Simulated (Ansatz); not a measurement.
# Molecular dynamics of CH11NSi3

Input file:

```yaml
crystal:
  periodic: [false, false, false]
  atoms:
    - { symbol: Si, position_ang: [0.047886, 0.011182, 0.035705] }
    - { symbol: C, position_ang: [-0.019704, -0.094146, 1.954552] }
    - { symbol: H, position_ang: [-1.059661, -0.166996, 2.293402] }
    - { symbol: H, position_ang: [0.525263, -0.974194, 2.313313] }
    - { symbol: H, position_ang: [0.431728, 0.795486, 2.407272] }
    - { symbol: "N", position_ang: [1.690132, 0.133065, -0.6374] }
    - { symbol: H, position_ang: [2.253934, -0.675525, -0.852012] }
    - { symbol: H, position_ang: [2.168159, 1.013325, -0.75708] }
    - { symbol: Si, position_ang: [-1.128557, 1.950618, -0.666334] }
    - { symbol: H, position_ang: [-2.460891, 2.055912, 0.026145] }
    - { symbol: H, position_ang: [-0.343038, 3.194275, -0.335806] }
    - { symbol: H, position_ang: [-1.370968, 1.941123, -2.150049] }
    - { symbol: Si, position_ang: [-0.920983, -1.956439, -0.874099] }
    - { symbol: H, position_ang: [-2.2272, -2.27812, -0.198887] }
    - { symbol: H, position_ang: [-1.177938, -1.813304, -2.348441] }
    - { symbol: H, position_ang: [-0.003063, -3.136162, -0.678579] }
basis:
  gaussian: { orbitals: "6-31G" }
hamiltonian:
  xc: b3lyp
  dispersion: d4
md:
  timestep: 0.5
  n_steps: 150
  ensemble: nvt_langevin
  temperature: 200.0
  initial_velocities: maxwell_boltzmann
  seed: 655322
  friction: 0.005
```

Command:

```bash
$ ansatz run input.yaml --threads 1 --pin off --max-ram 2048MiB --backend cpu --events-out ev --progress --plain --runs-dir out
```

It starts from a relaxed structure.

Output, in part (step lines, the closing report, with atoms numbered from 0):

```
md step     0: t =     0.00 fs  T =   187.5 K  F+E_penalty+E_count = -26337.90805484 eV  E_kin = 0.387780 eV  (23 SCF iters)
[... lines left out ...]
Total energy: -26337.72555312 eV, -967.8935617254 hartree
Atom 0 at     0.094670     0.041570     0.036074 Å, force     0.670930    -0.154108    -0.225774 eV/Å
Atom 1 at     0.181123    -0.040413     1.946328 Å, force     0.090840    -0.503376    -0.490962 eV/Å
Atom 2 at    -0.762124     0.251929     2.362809 Å, force    -0.754555     0.066049     0.457594 eV/Å
Atom 3 at     0.488431    -1.015788     2.339639 Å, force    -0.133203    -0.018340    -0.161597 eV/Å
Atom 4 at     0.916715     0.672902     2.253659 Å, force     0.648467     0.653537     0.358645 eV/Å
Atom 5 at     1.743556     0.011363    -0.692805 Å, force    -1.066337     1.252522     0.558148 eV/Å
Atom 6 at     2.077193    -0.854995    -1.017781 Å, force     0.772804    -0.927472    -0.532312 eV/Å
Atom 7 at     2.351713     0.819544    -0.788257 Å, force    -0.187552    -0.415665     0.009965 eV/Å
Atom 8 at    -1.176062     1.898293    -0.666199 Å, force    -0.105640     0.361889     0.108838 eV/Å
Atom 9 at    -2.614064     1.656913    -0.234088 Å, force     0.227414     0.157588     0.033125 eV/Å
Atom 10 at    -0.668140     3.229776    -0.122712 Å, force    -0.205557    -0.244530    -0.089662 eV/Å
Atom 11 at    -1.206192     1.981677    -2.165808 Å, force     0.065986     0.010791    -0.023410 eV/Å
Atom 12 at    -1.067142    -1.793612    -0.885671 Å, force     0.445621    -0.266765     0.761422 eV/Å
Atom 13 at    -2.202762    -2.190116     0.002019 Å, force    -0.097461    -0.113015     0.089659 eV/Å
Atom 14 at    -1.593934    -1.488457    -2.195154 Å, force    -0.487231     0.360998    -0.998346 eV/Å
Atom 15 at    -0.159380    -2.960071    -1.114257 Å, force     0.115475    -0.220102     0.144668 eV/Å
Dipole moment:     0.268440     0.015417     0.110698 e Å
```

The steps, from the saved trajectory:

```tsv
time (fs)	T (K)	potential energy less start (eV)
0	188	0.000
2.5	77	0.236
5	123	0.158
7.5	92	0.227
10	116	0.204
12.5	104	0.238
15	116	0.219
17.5	154	0.151
20	86	0.307
22.5	178	0.132
25	102	0.295
27.5	134	0.221
30	106	0.295
32.5	135	0.211
35	113	0.260
37.5	140	0.204
40	157	0.172
42.5	129	0.266
45	125	0.265
47.5	140	0.223
50	122	0.256
52.5	123	0.250
55	122	0.256
57.5	144	0.203
60	113	0.255
62.5	139	0.217
65	126	0.252
67.5	119	0.287
70	140	0.245
72.5	133	0.292
75	181	0.183
```

All steps were run. The mean temperature of the second half is 33 % below the set value. A run of 0.075 ps of so small a system gives no equilibrium averages. Limits of this set-up: no polarisation functions.

The same pairs are bonded in the first frame and the last. Pairs count as bonded within 1.25 times the sum of covalent radii (0.12 Å more for H–H).

Last frame:

```xyz
16
Properties=species:S:1:pos:R:3
Si 0.095 0.042 0.036
C 0.181 -0.040 1.946
H -0.762 0.252 2.363
H 0.488 -1.016 2.340
H 0.917 0.673 2.254
N 1.744 0.011 -0.693
H 2.077 -0.855 -1.018
H 2.352 0.820 -0.788
Si -1.176 1.898 -0.666
H -2.614 1.657 -0.234
H -0.668 3.230 -0.123
H -1.206 1.982 -2.166
Si -1.067 -1.794 -0.886
H -2.203 -2.190 0.002
H -1.594 -1.488 -2.195
H -0.159 -2.960 -1.114
```

Time of the run: 16 min on 1 thread of Arm Neoverse V1 (shared host), peak memory 0.2 GiB.
